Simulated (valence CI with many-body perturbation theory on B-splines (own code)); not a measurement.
# E1 transitions of Bi2+

Level of theory: relativistic CI+MBPT: three valence electrons over a frozen Dirac-Fock core [Xe] 4f14 5d10, a basis of 11 s, 11 p, 10 d, 8 f, 5 g, 2 h functions for each j, with the one-electron correlation potential Σ1, the two-electron term Σ2, the three-electron term Σ3, Breit, model QED; selected CI, second order for the rest (own B-spline code, finite nucleus).

Against 20 measured levels this calculation errs by 531 cm⁻¹ on average and by 1325 at most. These come from a selection out of Moore, Atomic Energy Levels, vol. III, NSRDS-NBS 35 (1971 reprint of NBS Circular 467, 1958), an old analysis. Levels without a partner in it may be off by more. The list stops below the first excitations out of the core.

Lines 1 to 50 of 77 in falling wavelength, among levels below 160643 cm⁻¹, chosen from the strongest by gf and those to the six lowest levels. Wavelengths and rates use the calculated energies, so an error of 500 cm⁻¹ moves a line at 1857 nm by 9.3 % and its rate by three times that or more. Electric multipoles are in the length gauge, E1 and E2 with the static RPA response of the core. Weak lines are less certain than strong ones. Lines between different terms over intervals too small for the method are left out, as are lines whose strength nearly cancels and 8 of this kind that miss the measured wavelength by over 7 %. The highest levels of a list are the least certain.

Names give the largest LS component (configuration and term), which can be under half, so a name can repeat, a term be missing and a line seem to break the LS rules; names also repeat where a configuration has a term twice.

```tsv
λ vac (nm)	λ from measured levels	Upper	Lower	A (s⁻¹)	log gf	Branch %
1857	1750	6s2 7p 2P°_3/2	6s 6p2 2D_5/2	7.53e+05	-0.81	0.2
1250	1189	6s2 7p 2P°_1/2	6s2 6d 2D_3/2	4.81e+06	-0.65	2.5
1184	1118	6s2 7p 2P°_1/2	6s 6p2 2P_1/2	1.58e+04	-3.18	0.0
1105	1115	6s2 8p 2P°_1/2	6s2 8s 2S_1/2	3.14e+07	0.06	37.7
1090		6s 6p2 2S_1/2	6s2 7p 2P°_3/2	2.77e+05	-2.00	0.0
889.5	867.2	6s2 7d 2D_3/2	5f 6s2 2F°_5/2	1.84e+07	-0.06	1.1
888.5	893.3	6s2 8p 2P°_3/2	6s2 8s 2S_1/2	5.51e+07	0.42	44.2
838.3	816.9	6s2 7d 2D_5/2	5f 6s2 2F°_5/2	9.87e+05	-1.21	0.1
831.1	810.3	6s2 7d 2D_5/2	5f 6s2 2F°_7/2	1.99e+07	0.09	1.7
764.4	738.4	6s2 7p 2P°_3/2	6s2 6d 2D_3/2	1.94e+06	-1.17	0.6
739.0	710.4	6s2 7p 2P°_3/2	6s 6p2 2P_1/2	2.63e+04	-3.06	0.0
701.5		6s 6p2 2S_1/2	6s2 7p 2P°_1/2	4.32e+05	-2.20	0.0
513.1	508.1	6s2 7p 2P°_3/2	6s2 6d 2D_5/2	6.28e+07	0.00	19.0
478.0	479.9	6s2 7p 2P°_1/2	6s 6p2 2D_3/2	5.69e+07	-0.41	29.5
474.9	475.3	5f 6s2 2F°_7/2	6s 6p2 2D_5/2	3.03e+07	-0.09	6.0
472.5	473.0	5f 6s2 2F°_5/2	6s 6p2 2D_5/2	2.04e+06	-1.39	0.4
462.7	456.2	6s2 7p 2P°_1/2	6s2 7s 2S_1/2	1.28e+08	-0.08	66.6
455.8		6s2 8p 2P°_1/2	6s 6p2 2S_1/2	2.45e+06	-1.82	2.9
453.4	432.9	6s2 8s 2S_1/2	6s2 7p 2P°_3/2	2.08e+08	0.11	14.0
414.2		6s2 8p 2P°_3/2	6s 6p2 2S_1/2	2.66e+06	-1.56	2.1
384.5	385.0	6s2 7p 2P°_3/2	6s 6p2 2D_3/2	9.19e+06	-1.09	2.8
374.6	369.6	6s2 7p 2P°_3/2	6s2 7s 2S_1/2	2.28e+08	0.28	69.0
370.1	370.9	6s2 7d 2D_3/2	6s2 7p 2P°_3/2	5.76e+07	-0.33	3.5
368.4	354.2	6s2 8s 2S_1/2	6s2 7p 2P°_1/2	1.24e+08	-0.30	8.3
360.9	361.4	6s2 7d 2D_5/2	6s2 7p 2P°_3/2	3.51e+08	0.61	29.7
346.5	345.2	5f 6s2 2F°_5/2	6s2 6d 2D_3/2	1.43e+08	0.19	26.6
311.5	311.6	6s2 7d 2D_3/2	6s2 7p 2P°_1/2	3.46e+08	0.30	21.3
300.3	304.0	6s2 7p 2P°_3/2	6s 6p2 4P_5/2	2.74e+07	-0.83	8.3
288.6	294.5	6s2 7p 2P°_1/2	6s 6p2 4P_3/2	2.36e+06	-2.23	1.2
284.4	285.6	5f 6s2 2F°_7/2	6s2 6d 2D_5/2	3.52e+08	0.53	70.1
283.6	284.8	5f 6s2 2F°_5/2	6s2 6d 2D_5/2	2.42e+07	-0.76	4.5
258.4	250.0	6s2 8p 2P°_3/2	6s 6p2 2D_5/2	5.62e+06	-1.65	4.5
251.7	255.8	6s2 7p 2P°_3/2	6s 6p2 4P_3/2	1.37e+05	-3.28	0.0
239.3	241.5	5f 6s2 2F°_5/2	6s 6p2 2D_3/2	3.51e+08	0.26	65.2
226.3	219.2	6s2 8p 2P°_1/2	6s2 6d 2D_3/2	6.99e+06	-1.97	8.4
224.0	216.7	6s2 8p 2P°_1/2	6s 6p2 2P_1/2	1.77e+05	-3.58	0.2
215.5	209.1	6s2 8p 2P°_3/2	6s2 6d 2D_3/2	5.46e+03	-4.82	0.0
213.5	206.7	6s2 8p 2P°_3/2	6s 6p2 2P_1/2	2.40e+05	-3.18	0.2
210.0	214.0	6s2 7p 2P°_1/2	6s 6p2 4P_1/2	2.10e+05	-3.56	0.1
206.0	202.2	6s 6p2 4P_1/2	6s2 6p 2P°_3/2	3.68e+06	-2.33	3.4
204.2	207.4	5f 6s2 2F°_7/2	6s 6p2 4P_5/2	1.20e+08	-0.22	23.8
203.8	207.0	5f 6s2 2F°_5/2	6s 6p2 4P_5/2	8.39e+06	-1.50	1.6
189.7	192.8	6s2 7p 2P°_3/2	6s 6p2 4P_1/2	2.09e+05	-3.35	0.1
189.4	185.3	6s2 8p 2P°_3/2	6s2 6d 2D_5/2	1.16e+07	-1.60	9.3
180.1	183.4	5f 6s2 2F°_5/2	6s 6p2 4P_3/2	9.37e+06	-1.56	1.7
175.1	172.3	6s2 8p 2P°_1/2	6s 6p2 2D_3/2	2.44e+07	-1.65	29.3
173.0	169.1	6s2 8p 2P°_1/2	6s2 7s 2S_1/2	2.24e+06	-2.70	2.7
168.6	165.9	6s2 8p 2P°_3/2	6s 6p2 2D_3/2	4.83e+06	-2.08	3.9
166.6	163.0	6s2 8p 2P°_3/2	6s2 7s 2S_1/2	4.53e+06	-2.12	3.6
162.5	160.6	6s 6p2 4P_3/2	6s2 6p 2P°_3/2	6.68e+06	-1.98	89.4
```
